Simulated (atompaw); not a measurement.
**How hard is this magnesium PAW (atompaw) potential?**

```json
{"Element": "magnesium", "Generator": "atompaw 4.2.0.5", "Type": "PAW", "Functional": "PBEsol", "Relativity": "scalar-relativistic", "Frozen core": "[He]", "Valence charge": "10", "Reference configuration": "2s2 2p6 3s1.5 3p0 (charge +0.5)", "Partial waves": "2s (bound): rc 0.80 bohr; 3s (bound): rc 1.25 bohr; 2p (bound): rc 1.00 bohr; 3p (bound, empty): rc 1.25 bohr", "Local potential": "troulliermartins scheme with l = 2 at 1 Ry, radius 1.15 bohr", "Core correction": "smooth core density matched at 0.80 bohr", "Augmentation charge": "sinc compensation charge, radius 0.95 bohr; PAW radius 1.25 bohr; waves and projectors: custom rrkj gramschmidtortho"}
```

The pseudo-atom Hamiltonian at the reference potential is diagonalised in spherical Bessel functions j_l(qr) that vanish at 20 bohr, with q² up to the cutoff. All-electron valence levels (Ry): 2s -6.1630, 3s -0.5794, 2p -3.7341, 3p -0.2952.

How do the lowest levels (Ry) of each channel move with the cutoff, and are there ghosts?

```
cutoff (Ry)     s #1     s #2     s #3     p #1     p #2     d #1    f #1  Σ f·Δε (mRy)
          8  -5.2823  -0.4546  -0.0842  -1.9457  -0.1894  -0.0540  0.0314       12679.1
         21  -5.9342  -0.5159  -0.0950  -3.3910  -0.2491  -0.0544  0.0314        2611.6
         40  -6.1108  -0.5637  -0.1034  -3.6531  -0.2673  -0.0545  0.0314         614.2
         70  -6.1606  -0.5792  -0.1062  -3.7297  -0.2918  -0.0546  0.0314          31.6
        110  -6.1628  -0.5794  -0.1063  -3.7335  -0.2950  -0.0546  0.0314           4.2
        200  -6.1629  -0.5794  -0.1063  -3.7341  -0.2952  -0.0546  0.0314           0.3
        400  -6.1630  -0.5794  -0.1063  -3.7342  -0.2952  -0.0546  0.0314           0.0
```

Result: no extra level below or beside the all-electron valence levels (s, p, d, f tested); 10 mRy is reached at 80 Ry and 1 mRy at 160 Ry.
